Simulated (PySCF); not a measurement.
B₉H₉Te.
Z-matrix (Å and degrees, PBE0-D3(BJ)/def2-SVP geometry), rows numbered from 1:
```
B 
Te  1  3.1476
B   1  1.8053  2   49.00
B   3  1.7734  1   60.16  2   107.57
B   1  1.7944  3  104.60  4    42.48
B   4  1.7891  1  107.13  3    48.40
B   1  1.6720  3   62.73  4   156.23
B   5  1.7875  1  107.15  4    83.37
B   8  1.6954  2  116.51  6   -12.28
B   5  1.7733  1   60.82  4   131.72
H   1  1.2014  3  126.96  4  -107.85
H   3  1.1990  1  138.30  4   109.70
H   4  1.2043  1  116.98  3  -101.14
H   5  1.2032  1  116.72  4  -127.04
H   6  1.2008  2  106.56  3   115.76
H   7  1.1956  1  134.10  3   122.12
H   8  1.2008  2  106.45  6   129.34
H   9  1.1969  4  131.51  5   124.19
H  10  1.1989  1  138.23  5  -109.76
```

The calculation used PBE0-D3(BJ)/def2-SVP geometry optimisation, gas phase, def2 core potentials past Kr in PySCF 2.14.0.

Take the most abundant isotopes and a rigid rotor. 

Task: Give the principal moments of inertia and the rotational constants in MHz.

Result: Ia = 260.77, Ib = 498.39, Ic = 545.61 u·Å²; 505379 MHz·u·Å²/I gives A = 1938, B = 1014, C = 926.3 MHz.

Task: What kind of rotor is it?

Result: An asymmetric top; Ray's κ = -0.826.

Task: What does the inertial defect say?

Result: Not planar: Δ = Ic − Ia − Ib = -213.54 u·Å². For a rigid frame Δ = −2 Σ m c², so Σ m c² = 106.77 u·Å² lies off the ab plane: 25.19 from hydrogen and 81.58 from heavier atoms. The atom farthest from that plane is 2.48 Å away.

Task: Give the other two planar moments, Paa and Pbb, and the rms extents of the mass along the axes.

Result: Paa = Σ m a² = (Ib + Ic − Ia)/2 = 391.62 and Pbb = Σ m b² = (Ia + Ic − Ib)/2 = 154.00 u·Å². With the mass M = 238.06 u, the rms extents √(P/M) along a, b and c are 1.28, 0.80, 0.67 Å.

Task: Where do the levels up to J = 3 lie, in MHz?

Result: Above 0(0,0):
J = 1: 1(0,1) 1940, 1(1,1) 2864, 1(1,0) 2952
J = 2: 2(0,2) 5815, 2(1,2) 6657, 2(1,1) 6920, 2(2,1) 9692, 2(2,0) 9698
J = 3: 3(0,3) 11612, 3(1,3) 12343, 3(1,2) 12869, 3(2,2) 15513, 3(2,1) 15543, 3(3,1) 20356, 3(3,0) 20357
Those of J = 1 are B + C, A + C and A + B.

Task: Which types of transition are allowed, and where do some lines up to J = 5 fall?

Result: The dipole components are |μa| = 4.33 D, |μb| = 0.04 D, |μc| = 0.00 D; the mirror of this Cs structure is the ab plane, so μc vanishes by symmetry and there are no c-type lines. The squared components, which scale the intensities, stand as 1.00 : 0.00 (a : b). Some lines, for components of 0.1 D or more:

| type | branch | J(Ka,Kc) | MHz | lower level (cm⁻¹) |
| --- | --- | --- | --- | --- |
| a | Q | 3(1,2) ← 3(1,3) | 526 | 0.412 |
| a | Q | 4(1,3) ← 4(1,4) | 876 | 0.664 |
| a | R | 1(0,1) ← 0(0,0) | 1940 | 0.000 |
| a | R | 2(1,2) ← 1(1,1) | 3793 | 0.096 |
| a | R | 2(0,2) ← 1(0,1) | 3875 | 0.065 |
| a | R | 2(1,1) ← 1(1,0) | 3968 | 0.098 |
| a | R | 3(0,3) ← 2(0,2) | 5797 | 0.194 |
| a | R | 3(2,2) ← 2(2,1) | 5821 | 0.323 |
| a | R | 3(2,1) ← 2(2,0) | 5845 | 0.324 |
| a | R | 3(1,2) ← 2(1,1) | 5949 | 0.231 |
| a | R | 4(0,4) ← 3(0,3) | 7703 | 0.387 |
| a | R | 4(2,3) ← 3(2,2) | 7757 | 0.517 |
| a | R | 4(3,2) ← 3(3,1) | 7772 | 0.679 |
| a | R | 4(3,1) ← 3(3,0) | 7774 | 0.679 |
| a | R | 4(2,2) ← 3(2,1) | 7815 | 0.518 |
| a | R | 4(1,3) ← 3(1,2) | 7924 | 0.429 |
| a | R | 5(1,5) ← 4(1,4) | 9458 | 0.664 |
| a | R | 5(2,4) ← 4(2,3) | 9688 | 0.776 |
| a | R | 5(4,1) ← 4(4,0) | 9715 | 1.164 |
| a | R | 5(3,3) ← 4(3,2) | 9719 | 0.938 |
| a | R | 5(3,2) ← 4(3,1) | 9725 | 0.938 |
| a | R | 5(2,3) ← 4(2,2) | 9800 | 0.779 |
| a | R | 5(1,4) ← 4(1,3) | 9892 | 0.694 |

Task: Estimate the classical rotational partition function at 25 K, 100 K and 298.15 K.

Result: Point group Cs, symmetry number σ = 1; q = (√π/σ)·√((kT/h)³/(ABC)), k/h = 20836.6 MHz/K: 15600 at 25 K, 125000 at 100 K, 643000 at 298.15 K.

No PBE0-D3(BJ)/def2-SVP frequencies stand behind this structure, so it isn't proved a minimum. Constants of a rigid frame at the computed geometry: no zero-point averaging, no centrifugal distortion. Quadrupole hyperfine structure (11B) is left out.
